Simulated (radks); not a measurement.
Values are calculated unless marked as measured or tabulated.
Q: The mean radii <r> (bohr) of the occupied orbitals of an atom or ion are listed with their occupations. Code: a radial shooting solver on a logarithmic mesh with Libxc functionals. Model: scalar-relativistic Kohn-Sham, SCAN, spin-unpolarised, spherical densities, finite nucleus; meta-GGA in the generalised Kohn-Sham scheme; Fermi nuclear charge, rms radius of each element as measured or else 0.836 A^(1/3) + 0.57 fm.

| orbital | occ. | <r> |
|---|---|---|
| 1s | 2 | 0.08033 |
| 2s | 2 | 0.3414 |

Name the element and its charge.

A: Z = 19, potassium, charge +15: K15+ in [He] 2s2. The 1s radius gives Z: for a bare nucleus <r> = (2 gamma + 1)/(2Z) with gamma = sqrt(1 - (Z/c)^2), 0.07844 bohr for Z = 19, and screening makes it slightly larger (0.08033 here). The occupations add up to 4, and the charge is Z minus that.
